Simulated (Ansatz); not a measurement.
Ansatz (an electronic-structure program) input (HF/3-21G): The .json file is the Basis Set Exchange's 3-21G.

Ansatz 0.2 input:
```yaml
crystal:
  periodic: [false, false, false]
  atoms:
    - {symbol: Nb, position_ang: [0.04696000, -0.06706000, -0.18420300]}
    - {symbol: O, position_ang: [-1.37568300, -0.96807500, 0.15609500]}
    - {symbol: O, position_ang: [-0.43373200, 1.54784800, -0.51969600]}
    - {symbol: F, position_ang: [1.39443900, -0.20985900, 1.16234800]}
basis:
  gaussian:
    orbitals: 3-21G.json
hamiltonian:
  xc: {name: HF}
relax: {f_tol: 0.003, max_steps: 120}
```

Output:

```
Functional definition: HF
integrals: 0.02 GiB planned
787 factors; integrals over basis functions are off by at most 8.0e-5 eV
mean field: 0.21 GiB planned
mean field evaluation 1: about -108387.7394 eV, gradient 7.8e1 eV
mean field evaluation 2: about -108387.8193 eV, gradient 7.8e1 eV
mean field evaluation 4: about -108400.9636 eV, gradient 1.1e1 eV
mean field evaluation 8: about -108401.1711 eV, gradient 5.5e-1 eV
mean field evaluation 16: about -108387.1087 eV, gradient 3.6e1 eV
mean field -108401.17525337 eV, -3983.6697136056 hartree, gradient 5.9e-5 eV, S^2 0.000000; 0 other end points of the search recorded, 0 dependent functions left out
the calculation of the forces begins
reference -108401.17525337 eV, -3983.6697136056 hartree; 33, 33 occupied and 33, 33 virtual orbitals, 787 factors
relax step   1: F+E_penalty+E_count = -108401.17525337 eV  Δ(F+E_penalty+E_count) = +0.000e0 eV  max|allowed force component| = 8.804e-1 eV/Å  Δτ_max = 0.0000 Å  (57 SCF iters, accepted)
these checks for a lower state are left out or cut short: starts, cluster_reference, orbital_swaps, neighbouring_geometries, increment
integrals: 0.02 GiB planned
787 factors; integrals over basis functions are off by at most 7.8e-5 eV
mean field: 0.21 GiB planned
mean field -108401.21475902 eV, -3983.6711654118 hartree, gradient 1.5e-5 eV, S^2 0.000000; 0 other end points of the search recorded, 0 dependent functions left out
the calculation of the forces begins
reference -108401.21475902 eV, -3983.6711654118 hartree; 33, 33 occupied and 33, 33 virtual orbitals, 787 factors
relax step   2: F+E_penalty+E_count = -108401.21475902 eV  Δ(F+E_penalty+E_count) = -3.951e-2 eV  max|allowed force component| = 1.194e-1 eV/Å  Δτ_max = 0.0676 Å  (49 SCF iters, accepted)
these checks for a lower state are left out or cut short: starts, cluster_reference, orbital_swaps, neighbouring_geometries, increment
integrals: 0.02 GiB planned
787 factors; integrals over basis functions are off by at most 7.9e-5 eV
mean field: 0.21 GiB planned
mean field evaluation 32: about -108401.0531 eV, gradient 1.9e0 eV
mean field -108401.21616974 eV, -3983.6712172546 hartree, gradient 1.5e-5 eV, S^2 0.000000; 0 other end points of the search recorded, 0 dependent functions left out
the calculation of the forces begins
reference -108401.21616974 eV, -3983.6712172546 hartree; 33, 33 occupied and 33, 33 virtual orbitals, 787 factors
relax step   3: F+E_penalty+E_count = -108401.21616974 eV  Δ(F+E_penalty+E_count) = -1.411e-3 eV  max|allowed force component| = 4.489e-2 eV/Å  Δτ_max = 0.0138 Å  (53 SCF iters, accepted)
these checks for a lower state are left out or cut short: starts, cluster_reference, orbital_swaps, neighbouring_geometries, increment
integrals: 0.02 GiB planned
787 factors; integrals over basis functions are off by at most 7.9e-5 eV
mean field: 0.21 GiB planned
mean field -108401.21646001 eV, -3983.6712279220 hartree, gradient 1.5e-5 eV, S^2 0.000000; 0 other end points of the search recorded, 0 dependent functions left out
the calculation of the forces begins
reference -108401.21646001 eV, -3983.6712279220 hartree; 33, 33 occupied and 33, 33 virtual orbitals, 787 factors
relax step   4: F+E_penalty+E_count = -108401.21646001 eV  Δ(F+E_penalty+E_count) = -2.903e-4 eV  max|allowed force component| = 8.139e-3 eV/Å  Δτ_max = 0.0100 Å  (52 SCF iters, accepted)
these checks for a lower state are left out or cut short: starts, cluster_reference, orbital_swaps, neighbouring_geometries, increment
integrals: 0.02 GiB planned
787 factors; integrals over basis functions are off by at most 7.9e-5 eV
mean field: 0.21 GiB planned
mean field -108401.21646081 eV, -3983.6712279512 hartree, gradient 1.5e-5 eV, S^2 0.000000; 0 other end points of the search recorded, 0 dependent functions left out
the calculation of the forces begins
reference -108401.21646081 eV, -3983.6712279512 hartree; 33, 33 occupied and 33, 33 virtual orbitals, 787 factors
relax step   5: F+E_penalty+E_count = -108401.21646081 eV  Δ(F+E_penalty+E_count) = -7.968e-7 eV  max|allowed force component| = 2.726e-4 eV/Å  Δτ_max = 0.0003 Å  (54 SCF iters, accepted)
integrals: 0.02 GiB planned
787 factors; integrals over basis functions are off by at most 7.9e-5 eV
mean field: 0.21 GiB planned
mean field evaluation 64: about -108401.2151 eV, gradient 9.4e-1 eV
mean field -108401.21646081 eV, -3983.6712279512 hartree, gradient 1.5e-5 eV, S^2 0.000000; 1 other end points of the search recorded, 0 dependent functions left out
the calculation of the forces begins
reference -108401.21646081 eV, -3983.6712279512 hartree; 33, 33 occupied and 33, 33 virtual orbitals, 787 factors
Total energy: -108401.21646081 eV, -3983.6712279512 hartree
Atom 0 at     0.029255    -0.037668    -0.099456 Å, force     0.000273    -0.000166    -0.000238 eV/Å
Atom 1 at    -1.384718    -0.967927     0.117384 Å, force    -0.000266     0.000087    -0.000007 eV/Å
Atom 2 at    -0.447192     1.536178    -0.555233 Å, force    -0.000260     0.000104    -0.000012 eV/Å
Atom 3 at     1.434638    -0.227730     1.151849 Å, force     0.000253    -0.000026     0.000257 eV/Å
Dipole moment:     0.580475    -0.371276    -0.573141 e Å
```

The geometry given is a B3LYP-D3(BJ)/def2-TZVP minimum.
